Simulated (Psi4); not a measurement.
CH₅BO₂ (SMILES CB(O)O), singlet, at a GFN2-xTB geometry, atoms displaced at random by about 0.08 Å a coordinate; B3LYP/6-31G, gradient in Psi4.

Input for Psi4:
```
memory 2 GB

molecule {
0 1
B     0.00633896    0.12989842    0.08695463
C    -1.25929621   -0.85062208   -0.11499721
H    -1.00567491   -1.76970230   -0.70719096
H    -2.05172991   -0.43481486   -0.62152774
H    -1.52776147   -1.09214654    0.82905140
O    -0.01922448    1.18242665   -0.62244716
H    -0.62275664    1.81757079   -0.97977980
O     1.28083715   -0.34875829    0.62770094
H     1.22919824   -1.15912081    1.00157568
symmetry c1
no_reorient
no_com
}

set {
  basis 6-31g
}

gradient('b3lyp')
print_variables()
```

Output, abridged:

```
gradient() will perform analytic gradient computation.

   => Loading Basis Set <=

    Name: 6-31G
    Role: ORBITAL
    Keyword: BASIS

         ---------------------------------------------------------
                                   SCF
               by Justin Turney, Rob Parrish, Andy Simmonett
                          and Daniel G. A. Smith
                              RKS Reference
         ---------------------------------------------------------

  ==> Geometry <==

    Molecular point group: c1
    Full point group: C1

    Geometry (in Angstrom), charge = 0, multiplicity = 1:

       Center              X                  Y                   Z               Mass
    ------------   -----------------  -----------------  -----------------  -----------------
         B            0.006338960000     0.129898420000     0.086954630000    11.009305360000
         C           -1.259296210000    -0.850622080000    -0.114997210000    12.000000000000
         H           -1.005674910000    -1.769702300000    -0.707190960000     1.007825032230
         H           -2.051729910000    -0.434814860000    -0.621527740000     1.007825032230
         H           -1.527761470000    -1.092146540000     0.829051400000     1.007825032230
         O           -0.019224480000     1.182426650000    -0.622447160000    15.994914619570
         H           -0.622756640000     1.817570790000    -0.979779800000     1.007825032230
         O            1.280837150000    -0.348758290000     0.627700940000    15.994914619570
         H            1.229198240000    -1.159120810000     1.001575680000     1.007825032230

  Running in c1 symmetry.

  Rotational constants: A =      0.32430  B =      0.26608  C =      0.15091 [cm^-1]
  Rotational constants: A =   9722.33394  B =   7976.95957  C =   4524.30864 [MHz]
  Nuclear repulsion =  114.967403623982307

  Charge       = 0
  Multiplicity = 1
  Electrons    = 32
  Nalpha       = 16
  Nbeta        = 16

  ==> Algorithm <==

  SCF Algorithm Type is DF.
  DIIS enabled.
  MOM disabled.
  Fractional occupation disabled.
  Guess Type is SAD.
  Energy threshold   = 1.00e-08
  Density threshold  = 1.00e-08
  Integral threshold = 1.00e-12

  ==> Primary Basis <==

  Basis Set: 6-31G
    Blend: 6-31G
    Number of shells: 30
    Number of basis functions: 46
    Number of Cartesian functions: 46
    Spherical Harmonics?: false
    Max angular momentum: 1

  ==> DFT Potential <==

   => LibXC <=

    Version 7.1.2
    S. Lehtola, C. Steigemann, M. J. T. Oliveira, and M. A. L. Marques,  SoftwareX 7, 1–5 (2018) (10.1016/j.softx.2017.11.002)

   => Composite Functional: B3LYP <=

    B3LYP Hyb-GGA Exchange-Correlation Functional

    P. J. Stephens, F. J. Devlin, C. F. Chabalowski, and M. J. Frisch,  J. Phys. Chem. 98, 11623 (1994) (10.1021/j100096a001)

    Deriv               =              1
    GGA                 =           TRUE
    Meta                =          FALSE

    Exchange Hybrid     =           TRUE
    MP2 Hybrid          =          FALSE

   => Exchange Functionals <=

    0.0800   Slater exchange
    0.7200         Becke 88

   => Exact (HF) Exchange <=

    0.2000               HF

   => Correlation Functionals <=

    0.1900   Vosko, Wilk & Nusair (VWN5_RPA)
    0.8100   Lee, Yang & Parr

   => LibXC Density Thresholds  <==

    XC_HYB_GGA_XC_B3LYP:  1.00E-15

   => Molecular Quadrature <=

    Radial Scheme          =       TREUTLER
    Pruning Scheme         =           NONE
    Nuclear Scheme         =       TREUTLER

    Blocking Scheme        =         OCTREE
    BS radius alpha        =              1
    Pruning alpha          =              1
    Radial Points          =             75
    Spherical Points       =            302
    Total Points           =         193259
    Total Blocks           =           1480
    Max Points             =            256
    Max Functions          =             45
    Weights Tolerance      =       1.00E-15

   => Loading Basis Set <=

    Name: (6-31G AUX)
    Role: JKFIT
    Keyword: DF_BASIS_SCF

  ==> Integral Setup <==

  SCF_SUBTYPE=INCORE selected. In-core MEM_DF algorithm will be used.
  Using in-core AOs.

  ==> MemDFJK: Density-Fitted J/K Matrices <==

    J tasked:                   Yes
    K tasked:                   Yes
    wK tasked:                   No
    Algorithm:                 Core
    Schwarz Cutoff:           1E-12
    Mask sparsity (%):       0.2836
    Fitting Condition:        1E-10

   => Auxiliary Basis Set <=

  Basis Set: (6-31G AUX)
    Blend: CC-PVDZ-JKFIT
    Number of shells: 141
    Number of basis functions: 449
    Number of Cartesian functions: 449
    Spherical Harmonics?: false
    Max angular momentum: 3

  Minimum eigenvalue in the overlap matrix is 1.0484010803E-02.
  Reciprocal condition number of the overlap matrix is 2.1525811567E-03.
    Using symmetric orthogonalization.

  ==> Pre-Iterations <==

  SCF Guess: Superposition of Atomic Densities via on-the-fly atomic UHF (no occupation information).

   -------------------------
    Irrep   Nso     Nmo
   -------------------------
     A         46      46
   -------------------------
    Total      46      46
   -------------------------

  ==> Iterations <==

                           Total Energy        Delta E     RMS |[F,P]|

   @DF-RKS iter SAD:  -215.86147249717587   -2.15861e+02   0.00000e+00
   @DF-RKS iter   1:  -215.98819367353153   -1.26721e-01   2.17513e-02 ADIIS/DIIS
   @DF-RKS iter   2:  -215.71137600036241    2.76818e-01   2.82090e-02 ADIIS/DIIS
   @DF-RKS iter   3:  -216.40111972185332   -6.89744e-01   3.08541e-03 ADIIS/DIIS
   @DF-RKS iter   4:  -216.41041879076442   -9.29907e-03   8.62484e-04 ADIIS/DIIS
   @DF-RKS iter   5:  -216.41108583411645   -6.67043e-04   2.85914e-04 ADIIS/DIIS
   @DF-RKS iter   6:  -216.41115285242100   -6.70183e-05   6.58021e-05 DIIS
   @DF-RKS iter   7:  -216.41115681995814   -3.96754e-06   9.99277e-06 DIIS
[...]
  @DF-RKS Final Energy:  -216.41115691656069
[...]
    DFT Exchange-Correlation Energy =     -23.2380343468919541
    Empirical Dispersion Energy =           0.0000000000000000
    VV10 Nonlocal Energy =                  0.0000000000000000
    Total Energy =                       -216.4111569165606852

Computation Completed

Properties will be evaluated at   0.000000,   0.000000,   0.000000 [a0]

Properties computed using the SCF density matrix

 Multipole Moments:

 ------------------------------------------------------------------------------------
     Multipole            Electronic (a.u.)      Nuclear  (a.u.)        Total (a.u.)
 ------------------------------------------------------------------------------------

 L = 1.  Multiply by 2.5417464519 to convert [e a0] to [Debye]
 Dipole X            :          1.5900103           -2.6643358           -1.0743255
 Dipole Y            :          0.7391047           -0.7995568           -0.0604521
 Dipole Z            :          1.2873099           -1.3058977           -0.0185877
 Magnitude           :                                                    1.0761855

 ------------------------------------------------------------------------------------

         ------------------------------------------------------------
                                   SCF GRAD
                          Rob Parrish, Justin Turney,
                       Andy Simmonett, and Alex Sokolov
         ------------------------------------------------------------

  ==> Geometry <==

    Molecular point group: c1
    Full point group: C1

    Geometry (in Angstrom), charge = 0, multiplicity = 1:

       Center              X                  Y                   Z               Mass
    ------------   -----------------  -----------------  -----------------  -----------------
         B            0.006338960000     0.129898420000     0.086954630000    11.009305360000
         C           -1.259296210000    -0.850622080000    -0.114997210000    12.000000000000
         H           -1.005674910000    -1.769702300000    -0.707190960000     1.007825032230
         H           -2.051729910000    -0.434814860000    -0.621527740000     1.007825032230
         H           -1.527761470000    -1.092146540000     0.829051400000     1.007825032230
         O           -0.019224480000     1.182426650000    -0.622447160000    15.994914619570
         H           -0.622756640000     1.817570790000    -0.979779800000     1.007825032230
         O            1.280837150000    -0.348758290000     0.627700940000    15.994914619570
         H            1.229198240000    -1.159120810000     1.001575680000     1.007825032230

  Nuclear repulsion =  114.967403623982307

  ==> Basis Set <==

  Basis Set: 6-31G
    Blend: 6-31G
    Number of shells: 30
    Number of basis functions: 46
    Number of Cartesian functions: 46
    Spherical Harmonics?: false
    Max angular momentum: 1

  ==> DFJKGrad: Density-Fitted SCF Gradients <==

    Gradient:                    1
    J tasked:                  Yes
    K tasked:                  Yes
    wK tasked:                  No
    Integrals threads:           1
    Schwarz Cutoff:          1E-12
    Fitting Condition:       1E-10

   => Auxiliary Basis Set <=

  Basis Set: (6-31G AUX)
    Blend: CC-PVDZ-JKFIT
    Number of shells: 141
    Number of basis functions: 449
    Number of Cartesian functions: 449
    Spherical Harmonics?: false
    Max angular momentum: 3

  ==> DFT Potential <==

   => LibXC <=

    Version 7.1.2
    S. Lehtola, C. Steigemann, M. J. T. Oliveira, and M. A. L. Marques,  SoftwareX 7, 1–5 (2018) (10.1016/j.softx.2017.11.002)

   => Composite Functional: B3LYP <=

    B3LYP Hyb-GGA Exchange-Correlation Functional

    P. J. Stephens, F. J. Devlin, C. F. Chabalowski, and M. J. Frisch,  J. Phys. Chem. 98, 11623 (1994) (10.1021/j100096a001)

    Deriv               =              1
    GGA                 =           TRUE
    Meta                =          FALSE

    Exchange Hybrid     =           TRUE
    MP2 Hybrid          =          FALSE

   => Exchange Functionals <=

    0.0800   Slater exchange
    0.7200         Becke 88

   => Exact (HF) Exchange <=

    0.2000               HF

   => Correlation Functionals <=

    0.1900   Vosko, Wilk & Nusair (VWN5_RPA)
    0.8100   Lee, Yang & Parr

   => LibXC Density Thresholds  <==

    XC_HYB_GGA_XC_B3LYP:  1.00E-15

   => Molecular Quadrature <=

    Radial Scheme          =       TREUTLER
    Pruning Scheme         =           NONE
    Nuclear Scheme         =       TREUTLER

    Blocking Scheme        =         OCTREE
    BS radius alpha        =              1
    Pruning alpha          =              1
    Radial Points          =             75
    Spherical Points       =            302
    Total Points           =         193259
    Total Blocks           =           1480
    Max Points             =            256
    Max Functions          =             45
    Weights Tolerance      =       1.00E-15

  -Total Gradient:
     Atom            X                  Y                   Z
    ------   -----------------  -----------------  -----------------
       1       -0.016083388376     0.103675171851    -0.008483546716
       2       -0.067308336746     0.015696052083     0.021200545664
       3       -0.002781114297    -0.010009082752    -0.013277169519
       4        0.038592955678    -0.028314086431     0.022160696953
       5        0.030767914837     0.031065428526    -0.062801044095
       6       -0.032949140866    -0.094710457063     0.031335730148
       7        0.011279602703     0.000472702335     0.003535371432
       8        0.035667228430    -0.108793090749     0.048594558028
       9        0.002871340835     0.090873443134    -0.042246075511

  Variable Map:
  ----------------------------------------------------------------------------
[...]
  Array Variable Map:
  ----------------------------------------------------------------------------
[...]
[...]
```
